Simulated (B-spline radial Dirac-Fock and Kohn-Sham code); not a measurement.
Level of theory: independent-particle rates on relativistic LDA orbitals of the hole state (multipoles up to L = 3, Coulomb Auger matrix elements, transition energies from Dirac-Fock); a B-spline atomic structure program. Free neutral atoms.

Q: Order these holes by natural width, smallest first.
A. Ge M5 (3d5/2)
B. Sn L2 (2p1/2)
C. Zr M5 (3d5/2)
D. Ir L3 (2p3/2)
E. Sn M5 (3d5/2)

A: A (0.0250 eV), C (0.0906 eV), E (0.500 eV), B (2.66 eV), D (5.24 eV).

Values without a named source are computed, but for edge energies of neutral atoms, which are taken from tables.
